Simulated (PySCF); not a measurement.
C₄F₈O. Atoms are numbered in the order given.

```xyz
13

F      2.3508     0.7634    -0.2802
C      1.3267     0.1328     0.2820
F      1.8008    -0.7210     1.1919
O      0.4937     1.0572     0.8919
C     -0.8465     0.8982     0.5778
F     -1.5692     0.9428     1.6903
F     -1.2449     1.8852    -0.2284
C     -0.9559    -0.4701    -0.1450
F     -1.9333    -0.4986    -1.0484
F     -1.1419    -1.4363     0.7655
C      0.4496    -0.6147    -0.7575
F      0.4922     0.0411    -1.9260
F      0.8241    -1.8806    -0.9290
```

Coordinates come from a ωB97X-D3(BJ)/def2-SVP optimisation. Other conformers were not sampled.

The numbers are results of PySCF with HF/pcSseg-1, not measurements.

GIAO shieldings, no solvent; atoms listed in one row are averaged. δ = σ(ref) − σ: ¹⁹F against CFCl3 (σ = 238.5 ppm); ¹³C against TMS (σ = 192.6 ppm); ¹⁷O against H2O (σ = 333.0 ppm), references at their B3LYP-D3(BJ)/def2-TZVP geometries, non-relativistic.

Question: Estimate the chemical shifts. (The exact figures need the calculation; the answer reports its results.)

Answer: 
| nucleus | atoms | count | δ (ppm) |
|---|---|---|---|
| ¹⁹F | F7 | 1 | -66.5 |
| ¹⁹F | F3 | 1 | -66.6 |
| ¹⁹F | F1 | 1 | -78.4 |
| ¹⁹F | F6 | 1 | -79.0 |
| ¹⁹F | F12 | 1 | -119.2 |
| ¹⁹F | F10 | 1 | -119.4 |
| ¹⁹F | F13 | 1 | -127.8 |
| ¹⁹F | F9 | 1 | -128.1 |
| ¹³C | C2, C5 | 2 | 108.6 |
| ¹³C | C8, C11 | 2 | 101.2 |
| ¹⁷O | O4 | 1 | 157.5 |
